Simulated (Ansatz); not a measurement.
System: tribromo(chloro)germane, sum formula GeBr3Cl, charge 0, multiplicity 1. 
Coordinates optimised at B3LYP-D3(BJ)/def2-TZVP (Ansatz, a program for electronic structure):
```xyz
5

Cl    -0.0238     0.0989     2.4149
Ge    -0.0027     0.0112     0.2731
Br     2.0502    -0.7499    -0.4242
Br    -1.6519    -1.4245    -0.4330
Br    -0.3843     2.1161    -0.5655
```
Charge 0, spin multiplicity 1.

Wanted: vertical electron affinity (to the doublet state of charge -1; a negative value means that the extra electron is unbound and the number depends on the basis; each state is the SCF solution reached for its spin; the molecule has degenerate orbitals, so one determinant may break the symmetry), in eV. Correlated levels leave the core frozen unless marked. Open shells are spin-unrestricted. No spin-orbit coupling. The frozen core is the preceding noble-gas configuration, with the filled d and f shells of earlier blocks. Non-relativistic. Anions need diffuse functions: def2-D sets add few. Basis-set limits of correlation are two-point, X^-3; Hartree-Fock from the larger set. [CCSD(T)-MP2]/basis is that difference in the basis named.

| level | program | vertical electron affinity (eV) | minus last row |
|---|---|---|---|
| HF/def2-TZVPPD | Ansatz | 0.20 | -0.84 |
| HF/def2-QZVPPD | Ansatz | 0.19 | -0.85 |
| PBE/def2-TZVPD | Ansatz | 1.52 | 0.48 |
| r2SCAN/def2-TZVPD | Ansatz | 1.44 | 0.40 |
| B3LYP/def2-TZVPD | Ansatz | 1.54 | 0.50 |
| CCSD/def2-SVPD | Ansatz | 0.85 | -0.19 |
| RI-MP2/CBS(def2-TZVPPD,def2-QZVPPD)+[CCSD(T)-MP2]/def2-TZVPPD | Ansatz | 1.04 | 0.00 |
